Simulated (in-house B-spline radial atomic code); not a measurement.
Re²⁺. Computed with a B-spline radial atomic code. Model: non-relativistic spherical atom: semilocal Troullier-Martins pseudo-atom, one channel per l, against all electrons, high spin, G0W0 and RPA with empty states to l = 8, local potential for every l without a channel, a model core (radius 0 = none) keeps its share of the functional.

Without relativity these are model numbers for so heavy an element.

What the tables leave out is listed at the end.

The pseudopotential gives back the lowest level of each angular momentum of its own functional in the configuration it was made in; a second state of the same l is only approximately right. Exact exchange, RPA and GW see the smooth pseudo-orbitals and miss the exchange with the core, for which the functional's share stands in. The column with an uncorrelated core keeps all orbitals and exact exchange, and so separates missing core correlation from pseudisation. Only the three outermost levels and the lowest empty one were computed. RPA here is direct RPA, with no exchange kernel, and its energies carry an (l + 1/2)⁻⁴ tail. A hybrid on a potential with a model core restores only its own semilocal share of the core's exchange.

Command:
```bash
python run_psgw.py task.json out
```
Settings (lengths in bohr, energies in hartree):
```
Z                      75
electrons              73
configuration          [Xe] 4f14 5d5
generated_in           [Xe] 4f14 5d5
functional             pbe,pbe
core_shells            10
radius_factor          1.15
core_correction        True
```

Run time, properties included: 61 s on 1 thread of Arm Neoverse N1, with other jobs on the host.

Given: made with PBE; model core radius 0.622 bohr; local radius 1.54 bohr; mean-field start PBE0.

Valence shells of the generating configuration: 4f, 5p, 5d.

Channel: s 3.021, p 1.279, d 1.596, f 1.599 (radii in bohr).

Computed: largest level miss in the spin-unpolarised generating configuration 0 eV; valence RPA correlation energy pseudo -2.3654 hartree; all-electron RPA polarisability, core included 8.0611 bohr³; pseudo-atom RPA polarisability 7.9626 bohr³.

```csv
level,occupied,mean-field all-electron (eV),mean-field pseudo minus all (eV),G0W0 all-electron (eV),G0W0 uncorrelated core minus all (eV),G0W0 pseudo minus all (eV),exchange self-energy all-electron (eV),exchange self-energy pseudo (eV)
5d up,1,-25.016,-0.053,-29.444,-0.065,0.279,-29.351,-27.219
5p down,1,-60.018,0.909,-64.945,-0.815,1.055,-38.271,-29.943
5d down (empty),0,-18.039,-0.052,-15.057,0.05,0.038,-10.749,-8.6394
```

Q: What is the valence RPA correlation energy all-electron orbitals?

A: -1.6864 hartree.

Among the listed levels the largest G0W0 shift of the pseudo-atom is +1.05 eV, for 5p down on the PBE0 start, while leaving the core uncorrelated moves that level by -0.81 eV. So pseudisation and the lost core exchange, not the missing core correlation, make the error. Not in the tables (levels of low weight, unsolved or above zero; the highest and the empty levels are kept at any weight): on PBE, a start not tabulated, the G0W0 levels 5d up (pseudo minus all +0.26 eV, weights 0.32 and 0.19), 5p down (pseudo minus all +0.10 eV, weights 0.66 and 0.84), 5p up (pseudo minus all +0.24 eV, weights 0.06 and 0.05), 5d down (pseudo minus all -0.28 eV, weights 0.68 and 0.76); on PBE0 the G0W0 levels 5p up (pseudo minus all +2.73 eV, weights 0.37 and 0.06); no Hartree-Fock pseudo-atom is run with a model core.
